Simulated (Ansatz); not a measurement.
```yaml
crystal:
  periodic: [false, false, false]
  atoms:
    - {symbol: O, position_ang: [-0.157735, 2.825348, -0.534186]}
    - {symbol: Ge, position_ang: [-0.938035, -0.742475, 0.990198]}
    - {symbol: Cl, position_ang: [3.208436, -3.050698, 1.478415]}
    - {symbol: Cl, position_ang: [-3.578304, -2.872390, -2.547373]}
    - {symbol: H, position_ang: [1.547493, 3.598101, 0.467765]}
basis:
  gaussian: {orbitals: pcseg-2}
magnetization: {spin_polarized: true, initial_magnetization: 1}
hamiltonian: {xc: {name: wPBEh}}
```

```sh
$ ansatz run in.yaml --threads 4 --pin off --events-out ev --progress --plain --max-ram 10444MiB
```

Shortened log:

```
Functional definition: wPBEh
977 factors; integrals over basis functions are off by at most 1.4e-3 eV
72 factors; integrals over basis functions are off by at most 3.5e-6 eV
mean field evaluation 1: about -83571.6573 eV, gradient 6.4e1 eV
mean field evaluation 2: about -83207.5302 eV, gradient 1.8e2 eV
mean field evaluation 4: about -83304.4867 eV, gradient 1.3e2 eV
mean field evaluation 8: about -83598.1046 eV, gradient 3.6e0 eV
mean field evaluation 16: about -83601.4595 eV, gradient 1.5e-1 eV
mean field evaluation 32: about -83601.5050 eV, gradient 1.0e-1 eV
mean field evaluation 160: about -83601.5027 eV, gradient 1.5e-1 eV
mean field evaluation 224: about -83601.3635 eV, gradient 3.5e-1 eV
mean field evaluation 256: about -83601.3997 eV, gradient 6.6e-1 eV
mean field -83601.50888879 eV, -3072.2987845250 hartree, gradient 4.4e-6 eV, S^2 3.075130; 12 other end points of the search recorded, 0 dependent functions left out
reference -83601.50895254 eV, -3072.2987868679 hartree; 38, 37 occupied and 117, 118 virtual orbitals, 977 factors
Total energy: -83601.50895254 eV, -3072.2987868679 hartree
```

**Question.** What is wrong with this run?

**Answer.** The geometry is stretched to more than twice its size. The calculation finished and met its thresholds. The result belongs to that input, not to the molecule as meant.
